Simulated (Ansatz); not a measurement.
H4BFO3Si (SMILES OB(O)O[SiH2]F), singlet, at the geometry of the source list, with bond 8-1 at 2.4 times its length; CASSCF(6,6)/STO-3G (Ansatz, a quantum-chemistry and plane-wave program).

Here is a job for Ansatz.
Ansatz 0.2 input:
```yaml
crystal:
  periodic: [false, false, false]
  atoms:
    - {symbol: Si, position_ang: [-1.58040000, -0.37890000, -0.10060000]}
    - {symbol: F, position_ang: [-2.28070000, 0.45410000, -1.27620000]}
    - {symbol: O, position_ang: [-0.13180000, 0.27060000, 0.06970000]}
    - {symbol: B, position_ang: [1.22720000, 0.29170000, 0.13790000]}
    - {symbol: O, position_ang: [1.85740000, 1.35240000, 0.67950000]}
    - {symbol: O, position_ang: [1.98360000, -0.73050000, -0.31620000]}
    - {symbol: H, position_ang: [-1.54040000, -1.75570000, -0.57100000]}
    - {symbol: H, position_ang: [-3.34536000, 0.27846000, 2.82692000]}
    - {symbol: H, position_ang: [1.27680000, 2.04780000, 0.98610000]}
    - {symbol: H, position_ang: [1.50400000, -1.44680000, -0.72830000]}
basis:
  gaussian:
    orbitals: STO-3G
hamiltonian:
  xc: hf
magnetization: {spin_polarized: false}
correlation: {active_space: {window: {electrons: 6, orbitals: 6}}}
```

It wrote (shortened):

```
Functional definition: HF
507 factors; integrals over basis functions are off by at most 4.8e-5 eV
mean field evaluation 1: about -17180.8933 eV, gradient 3.6e1 eV
mean field evaluation 2: about -17181.0219 eV, gradient 3.6e1 eV
mean field evaluation 4: about -17186.1115 eV, gradient 1.4e1 eV
mean field evaluation 8: about -17189.8083 eV, gradient 2.7e-1 eV
mean field evaluation 16: about -17188.1141 eV, gradient 1.0e0 eV
mean field -17189.80413747 eV, -631.7136503844 hartree, gradient 1.3e-6 eV, S^2 0.000000; 1 other end points of the search recorded, 0 dependent functions left out
reference -17189.80413747 eV, -631.7136503844 hartree; 28, 28 occupied and 10, 10 virtual orbitals, 507 factors
state -17195.55898915 eV, -631.9251372826 hartree
the orbitals are reached from a further start. From the first start the search ends at -17195.53402290 eV, -631.9242197899 hartree
Total energy: -17195.55898915 eV, -631.9251372826 hartree
```
